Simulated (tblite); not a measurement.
Isomers of C5H9OP. Level: GFN2-xTB in tblite, geometry and Hessian alike; calculated harmonic values, unscaled, isolated species. This tight-binding method is rough: wavenumbers can miss measured ones by several per cent, in bad cases by 10 to 20. Modes of hydrogen on phosphorus can be 10 to 20 % off. One conformer each.

Electronic energies: GFN2-xTB at the same geometries; isomer energies are rough at this level and their order can be wrong.

```
              SMILES  electronic energy, lowest = 0 (kJ/mol)
       C=C(C)/P=C/OC                                   203.5
C=C[C@@H]1CC[P@H]1=O                                     0.0
 C=C[P@@H](=O)/C=C\C                                    51.5
```

**Question.** How do GFN2-xTB zero-point energies change the relative energies?

**Answer.** 
```json
{"SMILES": "C=C[C@@H]1CC[P@H]1=O", "ZPE (kJ/mol)": "333.0", "of it from modes above 1550 cm⁻¹": "168.0", "electronic (kJ/mol)": "0.0", "with ZPE, lowest = 0 (kJ/mol)": "0.0", "lowest mode (cm⁻¹)": "97", "rings": "1"}
{"SMILES": "C=C[P@@H](=O)/C=C\\C", "ZPE (kJ/mol)": "326.8", "of it from modes above 1550 cm⁻¹": "179.4", "electronic (kJ/mol)": "51.5", "with ZPE, lowest = 0 (kJ/mol)": "45.3", "lowest mode (cm⁻¹)": "67", "rings": "0"}
{"SMILES": "C=C(C)/P=C/OC", "ZPE (kJ/mol)": "331.3", "of it from modes above 1550 cm⁻¹": "172.1", "electronic (kJ/mol)": "203.5", "with ZPE, lowest = 0 (kJ/mol)": "201.8", "lowest mode (cm⁻¹)": "22", "rings": "0"}
```

The zero-point energies span 6.2 kJ/mol, from `C=C[P@@H](=O)/C=C\C` to `C=C[C@@H]1CC[P@H]1=O`. The order is unchanged.
